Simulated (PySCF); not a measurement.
# Löwdin shares of the frontier orbitals

Compound: C3H7ClO2Si2.
SMILES with atom numbers: `[O:1]=[C:2]1[SiH2:3][O:4][SiH2:5][C@@H:6]1[CH2:7][Cl:8]` (hydrogens: H9, H10 on Si3; H11, H12 on Si5; H13 on C6; H14, H15 on C7)

Theory: TDDFT B3LYP/def2-SVPD, vertical, gas phase, core orbitals frozen in the response (PySCF). One conformer (not necessarily the lowest) at the GFN2-xTB geometry, without solvent, vibrations or thermal averaging.

Kohn–Sham orbitals with the atoms that hold most of them (Löwdin shares over 4%, at most four atoms; ? is withheld):

```tsv
orbital	ε (eV)	atoms
LUMO+2	-0.12	Si3 21%, Si5 16%, C2 9%, H13 7%
LUMO+1	-0.57	Si3 21%, Cl8 10%, Si5 10%, O4 10%
LUMO	-1.91	?
HOMO	-6.82	?
HOMO-1	-8.46	Cl8 51%, C7 12%, C6 6%, O4 6%
HOMO-2	-8.65	Cl8 58%, C7 11%, C6 7%, O4 6%
HOMO-3	-8.77	O4 32%, Cl8 18%, Si5 10%, Si3 8%
```

Problem. Give the leading atoms of the HOMO.

Solution. O1 (bonded to C) 47%; C2 (bonded to C, O and Si) 16%; C6 (bonded to 2 C, Si and H) 12%; Si3 (bonded to C, O and 2 H) 10%. By element: oxygen 47% or more, carbon 28% or more, silicon 10% or more.

Problem. Give the leading atoms of the LUMO.

Solution. C2 (bonded to C, O and Si) 34%; O1 (bonded to C) 30%; Si3 (bonded to C, O and 2 H) 10%; C6 (bonded to 2 C, Si and H) 8%. By element: carbon 42% or more, oxygen 30% or more, silicon 10% or more.

Problem. The HOMO–LUMO gap is 4.90 eV. Where does the response calculation put the lowest singlet, and from which orbitals?

Solution. S1 is at 3.31 eV (f = 0.0017), 1.59 eV below the gap, made of HOMO→LUMO (98%). Without the coupling terms of the response equations the lowest excitation would equal the gap.

Problem. One configuration dominates each of S1, S2, S3 and S5. Which, and how do the shares of the two leading atoms of either orbital change from the occupied to the empty one?

Solution. 
- S1 (3.31 eV, f 0.0017), HOMO→LUMO (98%): O1 47% → 30%, C2 16% → 34%
- S2 (5.28 eV, f 0.0087), HOMO→LUMO+1 (98%): O1 47% → at most 10%, C2 16% → at most 10%, Si3 10% → 21%, Cl8 at most 11% → 10%
- S3 (5.70 eV, f 0.015), HOMO-1→LUMO (83%): Cl8 51% → at most 8%, C7 12% → at most 8%, C2 at most 7% → 34%, O1 at most 7% → 30%
- S5 (5.91 eV, f 0.0059), HOMO-2→LUMO (91%): Cl8 58% → at most 8%, C7 11% → at most 8%, C2 at most 6% → 34%, O1 at most 6% → 30%

Löwdin shares depend on the basis, the more so with diffuse functions.

Time: 35 s; peak memory 0.89 GiB. Hardware: one thread of an Intel Xeon 6975P-C, shared host with 192 logical CPUs at a one-minute load of 49.
